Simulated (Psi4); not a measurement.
Intermolecular potential of CH4 ··· H4N+ (SMILES C and [NH4+]) (charge +1). Monomers: optimised at B3LYP-D3(BJ) (def2-TZVP), held rigid. Orientation: lowest of the rigid-body minima from ten starts at GFN2-xTB. Only R, the distance of the centres of mass, is varied, so the lowest point isn't the relaxed dimer.

PBE/def2-TZVP, counterpoise-corrected (Psi4); PBE-D3(BJ)/def2-TZVP, counterpoise-corrected (Psi4); wB97X-D/def2-TZVP, counterpoise-corrected (Psi4).

Interaction energies in kcal/mol; the last columns give the difference from wB97X-D:

```json
[
 {"R / Å": "2.53", "PBE/def2-TZVP": "10.36", "PBE-D3(BJ)/def2-TZVP": "9.02", "wB97X-D/def2-TZVP": "11.75", "PBE/def2-TZVP − wB97X-D/def2-TZVP": "-1.39", "PBE-D3(BJ)/def2-TZVP − wB97X-D/def2-TZVP": "-2.73"},
 {"R / Å": "2.74", "PBE/def2-TZVP": "0.21", "PBE-D3(BJ)/def2-TZVP": "-1.00", "wB97X-D/def2-TZVP": "1.03", "PBE/def2-TZVP − wB97X-D/def2-TZVP": "-0.82", "PBE-D3(BJ)/def2-TZVP − wB97X-D/def2-TZVP": "-2.03"},
 {"R / Å": "2.96", "PBE/def2-TZVP": "-3.76", "PBE-D3(BJ)/def2-TZVP": "-4.83", "wB97X-D/def2-TZVP": "-3.36", "PBE/def2-TZVP − wB97X-D/def2-TZVP": "-0.41", "PBE-D3(BJ)/def2-TZVP − wB97X-D/def2-TZVP": "-1.47"},
 {"R / Å": "3.14", "PBE/def2-TZVP": "-4.65", "PBE-D3(BJ)/def2-TZVP": "-5.59", "wB97X-D/def2-TZVP": "-4.45", "PBE/def2-TZVP − wB97X-D/def2-TZVP": "-0.20", "PBE-D3(BJ)/def2-TZVP − wB97X-D/def2-TZVP": "-1.14"},
 {"R / Å": "3.31", "PBE/def2-TZVP": "-4.60", "PBE-D3(BJ)/def2-TZVP": "-5.43", "wB97X-D/def2-TZVP": "-4.52", "PBE/def2-TZVP − wB97X-D/def2-TZVP": "-0.08", "PBE-D3(BJ)/def2-TZVP − wB97X-D/def2-TZVP": "-0.91"},
 {"R / Å": "3.54", "PBE/def2-TZVP": "-3.99", "PBE-D3(BJ)/def2-TZVP": "-4.68", "wB97X-D/def2-TZVP": "-4.00", "PBE/def2-TZVP − wB97X-D/def2-TZVP": "0.01", "PBE-D3(BJ)/def2-TZVP − wB97X-D/def2-TZVP": "-0.69"},
 {"R / Å": "3.83", "PBE/def2-TZVP": "-3.06", "PBE-D3(BJ)/def2-TZVP": "-3.59", "wB97X-D/def2-TZVP": "-3.09", "PBE/def2-TZVP − wB97X-D/def2-TZVP": "0.03", "PBE-D3(BJ)/def2-TZVP − wB97X-D/def2-TZVP": "-0.50"},
 {"R / Å": "4.17", "PBE/def2-TZVP": "-2.15", "PBE-D3(BJ)/def2-TZVP": "-2.53", "wB97X-D/def2-TZVP": "-2.19", "PBE/def2-TZVP − wB97X-D/def2-TZVP": "0.04", "PBE-D3(BJ)/def2-TZVP − wB97X-D/def2-TZVP": "-0.34"},
 {"R / Å": "4.63", "PBE/def2-TZVP": "-1.33", "PBE-D3(BJ)/def2-TZVP": "-1.56", "wB97X-D/def2-TZVP": "-1.39", "PBE/def2-TZVP − wB97X-D/def2-TZVP": "0.05", "PBE-D3(BJ)/def2-TZVP − wB97X-D/def2-TZVP": "-0.18"},
 {"R / Å": "5.32", "PBE/def2-TZVP": "-0.69", "PBE-D3(BJ)/def2-TZVP": "-0.79", "wB97X-D/def2-TZVP": "-0.73", "PBE/def2-TZVP − wB97X-D/def2-TZVP": "0.04", "PBE-D3(BJ)/def2-TZVP − wB97X-D/def2-TZVP": "-0.06"},
 {"R / Å": "6.36", "PBE/def2-TZVP": "-0.31", "PBE-D3(BJ)/def2-TZVP": "-0.34", "wB97X-D/def2-TZVP": "-0.33", "PBE/def2-TZVP − wB97X-D/def2-TZVP": "0.02", "PBE-D3(BJ)/def2-TZVP − wB97X-D/def2-TZVP": "-0.01"},
 {"R / Å": "7.67", "PBE/def2-TZVP": "-0.14", "PBE-D3(BJ)/def2-TZVP": "-0.15", "wB97X-D/def2-TZVP": "-0.15", "PBE/def2-TZVP − wB97X-D/def2-TZVP": "0.01", "PBE-D3(BJ)/def2-TZVP − wB97X-D/def2-TZVP": "0.00"}
]
```

PBE/def2-TZVP is furthest from wB97X-D/def2-TZVP at 2.53 (-1.39 kcal/mol, below); its mean absolute difference over the points is 0.26 kcal/mol.

PBE-D3(BJ)/def2-TZVP is furthest from wB97X-D/def2-TZVP at 2.53 (-2.73 kcal/mol, below); its mean absolute difference over the points is 0.84 kcal/mol.
